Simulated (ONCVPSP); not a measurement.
## vanadium (V): one change to an ONCV potential, before and after

```
Element                 : V (Z = 23)
Generator               : ONCVPSP 4.0.1
Type                    : optimised norm-conserving Vanderbilt (ONCV)
Functional              : LDA (Perdew-Wang 92)
Relativity              : scalar-relativistic
Frozen core             : [Ar]
Valence charge          : 5
Reference configuration : 3d3 4s2
Partial waves           : 4s: rc 2.35 bohr, ncon 5, nbas 9, qcut 3.4 1/bohr, 2 projectors, debl 3.5 Ha; p scattering state at 0.19 Ha: rc 2.45 bohr, ncon 3, nbas 8, qcut 3.5 1/bohr, 3 projectors, debl 2.2 Ha; 3d: rc 1.25 bohr, ncon 4, nbas 8, qcut 10.8 1/bohr, 2 projectors, debl 1.7 Ha
Local potential         : polynomial inside 1.10 bohr (lpopt 5, dvloc0 0 Ha)
Core correction         : Teter function, fcfact 3.5, rcfact 1.1
```

In the p channel the program set the typed energies aside and used 0.050, 2.250, 4.450 Ha.

Change: core correction none.

Cutoffs: the cutoffs (Ha) at which the residual kinetic energy of the hardest occupied pseudo-wave falls to 1 and 0.1 mHa per electron; they do not see the model core or the augmentation charge, which bear on the density cutoff. Errors are all-electron minus pseudo energies relative to the spin-unpolarised reference configuration.

Q: Predict the effect on cutoff, ghosts and configuration errors.

A: The potential gets neither clearly harder nor softer (49 Ha and 56 Ha → 49 Ha and 56 Ha); both files keep a bound ghost (s); of the 3 tests that both files solve, the error grows in 3 and shrinks in 0 by more than 15 % and 0.3 meV (median size 44.9 → 63.9 meV). Exchange and correlation are not linear in the density, so unscreening with the valence charge alone errs where core and valence overlap; a model core restores that term.

| quantity | base | changed |
| --- | --- | --- |
| cutoff, loose | 49 Ha | 49 Ha |
| cutoff, tight | 56 Ha | 56 Ha |
| bound ghosts | s | s |
| GHOST(+) flags under 300 eV | p at 115.9 eV | p at 115.9 eV |
| tests with a reliable result | 3 of 4 | 3 of 4 |
| error for 3d3 4s1, meV [ΔE 7.93 eV] | +3.2 | +5.5 |
| error for 3d3 4s0, meV [ΔE 22.47 eV] | +45 | +64 |
| error for 3d2 4s0, meV [ΔE 51.63 eV] | +65 | +190 |
| s: phases at 2.38 bohr within 0.05 rad from the reference energy up to (Ha; the scan ends near 5) | 3.7 | 3.7 |
| p: phases at 2.49 bohr within 0.05 rad from the reference energy up to (Ha; the scan ends near 5) | 3.4 | 3.4 |
| d: phases at 1.27 bohr within 0.05 rad from the reference energy up to (Ha; the scan ends near 5) | to the end of the scan | to the end of the scan |

 A true bound ghost makes a file unfit for plane-wave use even where its test errors are small: the radial tests pick states by their node count and pass the ghost by.
